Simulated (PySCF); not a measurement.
C₄H₁₀O₃Si, SMILES COC([SiH2]COC)=O, GFN2-xTB optimised geometry.

```
18

C      2.93    -1.54    -0.78
O      2.30    -0.33    -0.45
C      0.89    -0.41    -0.48
Si     0.27     1.33     0.00
C     -1.65     1.33     0.00
O     -2.35     2.31     0.00
O     -2.15     0.09     0.03
C     -3.57    -0.04     0.07
H      2.66    -2.33    -0.08
H      2.67    -1.85    -1.80
H      4.01    -1.36    -0.73
H      0.55    -0.71    -1.48
H      0.54    -1.18     0.22
H      0.72     2.33    -0.96
H      0.71     1.67     1.36
H     -4.01     0.39    -0.83
H     -3.78    -1.11     0.12
H     -3.97     0.48     0.94
```

Density from PBE/def2-SVP in PySCF at that geometry.

Minimum of the electron density along straight lines between bonded atoms, close to the bond critical point (lines longer than 1.1 times the sum of covalent radii, or with two minima, are not listed):

| bond | length / Å | ρ at the minimum / e bohr⁻³ | ∇²ρ there / e bohr⁻⁵ | position (fraction from the first atom) |
|---|---|---|---|---|
| C1–O2 | 1.404 | 0.264 | -0.47 | 0.35 |
| O2–C3 | 1.415 | 0.257 | -0.45 | 0.65 |
| C3–Si4 | 1.905 | 0.113 | 0.30 | 0.62 |
| Si4–C5 | 1.924 | 0.108 | 0.29 | 0.38 |
| C5–O6 | 1.205 | 0.413 | 0.42 | 0.33 |
| C5–O7 | 1.340 | 0.299 | -0.27 | 0.34 |
| O7–C8 | 1.425 | 0.245 | -0.38 | 0.65 |
| C1–H9 | 1.098 | 0.275 | -1.00 | 0.63 |
| C1–H10 | 1.098 | 0.275 | -1.00 | 0.63 |
| C1–H11 | 1.088 | 0.281 | -1.07 | 0.64 |
| C3–H12 | 1.100 | 0.271 | -0.96 | 0.63 |
| C3–H13 | 1.100 | 0.271 | -0.97 | 0.63 |
| Si4–H14 | 1.463 | 0.118 | 0.32 | 0.49 |
| Si4–H15 | 1.465 | 0.117 | 0.31 | 0.49 |
| C8–H16 | 1.092 | 0.279 | -1.06 | 0.64 |
| C8–H17 | 1.087 | 0.283 | -1.09 | 0.64 |
| C8–H18 | 1.092 | 0.280 | -1.06 | 0.65 |
